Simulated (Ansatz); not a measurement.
`[SiH3]SC1CO1` + `COB(O)F` → `COB(F)O[SiH3]` + `SC1CO1`  (ligand exchange at the Si–S bond)

Isolated molecules relaxed with PBE0-D4/def2-TZVP in Ansatz; ΔE leaves out vibrations. CCSD(T)/CBS is the MP2 limit (def2-TZVPP, def2-QZVPP) plus CCSD(T) − MP2 in def2-TZVPP, frozen cores. Functionals use def2-TZVPP. B3LYP here is the variant with VWN-RPA as its local correlation; programs differ in this. One conformer a species, not always the lowest.

(1) Is it downhill or uphill in electronic energy at CCSD(T)/CBS, and by how much? (An estimate is asked.)

(2) What do these levels give: PBE0-D4, B3LYP-D4, ωB97X-V, r2SCAN, B3LYP, MP2/def2-TZVPP? (Estimate.)

Largest T1 diagnostic among the species: 0.012.

Results:

(1) The calculation gave: Downhill: ΔE = -0.32 eV.

(2) Computed: PBE0-D4 -0.20, B3LYP-D4 -0.34, ωB97X-V -0.32, r2SCAN -0.28, B3LYP -0.37, MP2/def2-TZVPP -0.30 eV.

In def2-TZVPP, CCSD(T) changes the Hartree–Fock value by +0.18 eV (the triples alone add +0.03 eV) and MP2 by +0.22 eV. From PBE to PBE0 (25 % exact exchange), in def2-TZVPP and without D4, ΔE moves by −0.04 eV.
